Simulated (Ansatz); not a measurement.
One change: `C[SiH2][Ga]([F])[Cl]` becomes `C[SiH2][GaH][Cl]`.

Ansatz, PBE0-D4/def2-TZVP geometries, multiplicity 1. Each molecule was computed in one conformer, which needn't be the lowest.

Scalar relativity is left out up to krypton.

```json
{"property": "HOMO–LUMO gap (ωB97M-V/def2-TZVPP) / eV", "`C[SiH2][Ga]([F])[Cl]`": "10.45"}
{"property": "zero-point energy (PBE0-D4/def2-TZVP) / kJ/mol", "`C[SiH2][Ga]([F])[Cl]`": "150.5"}
{"property": "HOMO–LUMO gap (PBE/def2-TZVPP) / eV", "`C[SiH2][Ga]([F])[Cl]`": "4.72"}
{"property": "HOMO energy (PBE/def2-TZVPP) / eV", "`C[SiH2][Ga]([F])[Cl]`": "-7.15"}
{"property": "LUMO energy (PBE0/def2-TZVPP) / eV", "`C[SiH2][Ga]([F])[Cl]`": "-1.70"}
{"property": "ideal-gas entropy at 298 K and 1 bar (rigid rotor, harmonic PBE0-D4/def2-TZVP) / J/(mol·K)", "`C[SiH2][Ga]([F])[Cl]`": "408"}
```

(1) What does the change do to each property? (Best estimate.)

Answers

(1) The calculation gave: 
| property | `C[SiH2][GaH][Cl]` | shift |
| --- | --- | --- |
| HOMO–LUMO gap (ωB97M-V/def2-TZVPP) / eV | 9.34 | -1.11 |
| zero-point energy (PBE0-D4/def2-TZVP) / kJ/mol | 162.0 | 11.5 |
| HOMO–LUMO gap (PBE/def2-TZVPP) / eV | 3.70 | -1.02 |
| HOMO energy (PBE/def2-TZVPP) / eV | -6.42 | 0.73 |
| LUMO energy (PBE0/def2-TZVPP) / eV | -1.97 | -0.27 |
| ideal-gas entropy at 298 K and 1 bar (rigid rotor, harmonic PBE0-D4/def2-TZVP) / J/(mol·K) | 382 | -26 |

With PBE0 the HOMO rises by 0.80 eV and the LUMO falls by 0.27 eV, so the gap narrows by about 1.07 eV. PBE moves the HOMO by 0.73 eV and ωB97M-V by 0.81 eV. Modes under 60 cm⁻¹, often nearly free rotors, make the harmonic entropy too high.
